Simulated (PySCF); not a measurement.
# Electronic structure of Te²⁺ (tellurium, charge +2) at the PBE0 level

Configuration: [Kr] 4d10 5s2 5p2, high-spin 3P determinant. Calculation: PySCF 2.14, in x2c-TZVPall (8s6p4d2f, 60 functions); scalar relativity by spin-free X2C-1e.

| Item | Value |
| --- | --- |
| Total energy | -6792.32 hartree |
| One-electron energy | -9283.35 hartree |
| Hartree (Coulomb) energy | 2667.77 hartree |
| Exchange-correlation energy | -176.74 hartree |
| ⟨S²⟩ | 2.0021 |
| ⟨L²⟩ | 2.007 |
| Sum of ⟨r⟩ | 31.23 bohr |
| Sum of ⟨r²⟩ | 40.32 bohr² |
| Traceless quadrupole moment −½Σ⟨3z² − r²⟩ along its main axis | 2.40 e·bohr² |
| Langevin diamagnetic susceptibility | -31.9 ×10⁻⁶ cm³/mol |
| Time after the integrals | 1.5 s of wall time on 1 thread of Neoverse-N1 (shared host) |

```json
{"shell": "1s α", "electrons": "1", "mean orbital energy (eV)": "-31688.0", "spread (eV)": "0", "rms radius, mean of both spins (bohr)": "0.0318"}
{"shell": "1s β", "electrons": "1", "mean orbital energy (eV)": "-31687.9", "spread (eV)": "0", "rms radius, mean of both spins (bohr)": "0.0318"}
{"shell": "2s α", "electrons": "1", "mean orbital energy (eV)": "-4901.4", "spread (eV)": "0", "rms radius, mean of both spins (bohr)": "0.130"}
{"shell": "2s β", "electrons": "1", "mean orbital energy (eV)": "-4901.3", "spread (eV)": "0", "rms radius, mean of both spins (bohr)": "0.130"}
{"shell": "2p α", "electrons": "3", "mean orbital energy (eV)": "-4403.7", "spread (eV)": "0.045", "rms radius, mean of both spins (bohr)": "0.115"}
{"shell": "2p β", "electrons": "3", "mean orbital energy (eV)": "-4403.6", "spread (eV)": "0.116", "rms radius, mean of both spins (bohr)": "0.115"}
{"shell": "3s α", "electrons": "1", "mean orbital energy (eV)": "-1002.1", "spread (eV)": "0", "rms radius, mean of both spins (bohr)": "0.344"}
{"shell": "3s β", "electrons": "1", "mean orbital energy (eV)": "-1002.0", "spread (eV)": "0", "rms radius, mean of both spins (bohr)": "0.344"}
{"shell": "3p α", "electrons": "3", "mean orbital energy (eV)": "-838.96", "spread (eV)": "0.165", "rms radius, mean of both spins (bohr)": "0.344"}
{"shell": "3p β", "electrons": "3", "mean orbital energy (eV)": "-838.86", "spread (eV)": "0.273", "rms radius, mean of both spins (bohr)": "0.344"}
{"shell": "3d α", "electrons": "5", "mean orbital energy (eV)": "-590.68", "spread (eV)": "0.184", "rms radius, mean of both spins (bohr)": "0.323"}
{"shell": "3d β", "electrons": "5", "mean orbital energy (eV)": "-590.62", "spread (eV)": "0.244", "rms radius, mean of both spins (bohr)": "0.323"}
{"shell": "4s α", "electrons": "1", "mean orbital energy (eV)": "-191.31", "spread (eV)": "0", "rms radius, mean of both spins (bohr)": "0.813"}
{"shell": "4s β", "electrons": "1", "mean orbital energy (eV)": "-191.10", "spread (eV)": "0", "rms radius, mean of both spins (bohr)": "0.813"}
{"shell": "4p α", "electrons": "3", "mean orbital energy (eV)": "-140.01", "spread (eV)": "0.406", "rms radius, mean of both spins (bohr)": "0.876"}
{"shell": "4p β", "electrons": "3", "mean orbital energy (eV)": "-139.78", "spread (eV)": "0.660", "rms radius, mean of both spins (bohr)": "0.876"}
{"shell": "4d α", "electrons": "5", "mean orbital energy (eV)": "-64.267", "spread (eV)": "0.511", "rms radius, mean of both spins (bohr)": "1.05"}
{"shell": "4d β", "electrons": "5", "mean orbital energy (eV)": "-63.977", "spread (eV)": "0.747", "rms radius, mean of both spins (bohr)": "1.05"}
{"shell": "5s α", "electrons": "1", "mean orbital energy (eV)": "-35.137", "spread (eV)": "0", "rms radius, mean of both spins (bohr)": "2.10"}
{"shell": "5s β", "electrons": "1", "mean orbital energy (eV)": "-32.740", "spread (eV)": "0", "rms radius, mean of both spins (bohr)": "2.10"}
{"shell": "5p α", "electrons": "2", "mean orbital energy (eV)": "-24.241", "spread (eV)": "0", "rms radius, mean of both spins (bohr)": "2.50"}
```

Densities and radii are taken from the X2C orbitals without a picture-change correction, which distorts them close to the nucleus.
